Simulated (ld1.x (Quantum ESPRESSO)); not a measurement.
**Transferability test, TM potential for Sr**

- Element: strontium
- Generator: ld1.x (Quantum ESPRESSO) 7.5
- Type: norm-conserving Troullier–Martins (Kleinman–Bylander form)
- Functional: LDA (PZ)
- Relativity: scalar-relativistic
- Frozen core: [Kr]
- Valence charge: 2
- Reference configuration: 4d0 5s2 5p0
- Partial waves: 5s (bound): rc 3.45 bohr; 5p (bound, empty): rc 4.20 bohr; 4d (bound, empty): rc 3.55 bohr
- Local potential: all-electron potential smoothed inside 3.60 bohr (lloc = -1)
- Core correction: a·sin(br)/r model core, default radius (core density twice the valence density)

Energies are relative to the spin-unpolarised reference configuration 4d0 5s2 5p0; without spin polarisation the order of configurations can differ from experiment. Spin-polarised rows fill each open shell by Hund’s rule, majority spin first.

```tsv
valence configuration	charge	ΔE all-electron (eV)	error AE − PS (meV)
4d0 5s1 5p0	+1	6.063	-0.6
4d0 5s1.5 5p0	+0.5	2.413	+0.4
4d0 5s1 5p1	0	2.391	-5.0
4d1 5s1 5p0	0	2.340	-7.4
4d0 5s0 5p1	+1	9.105	-16
4d0 5s0 5p2	0	4.927	-24
4d0.5 5s1.5 5p0	0	1.149	-2.1
4d0 5s1 5p0 (spin-polarised)	+1	5.887	-2.2
4d0 5s1.5 5p0 (spin-polarised)	+0.5	2.379	+0.6
```

Levels in the configuration 4d0 5s1.5 5p0 (spin-polarised):

```tsv
level	all-electron (eV)	pseudo (eV)
5s up	-6.159	-6.159
5s down	-5.890	-5.888
```
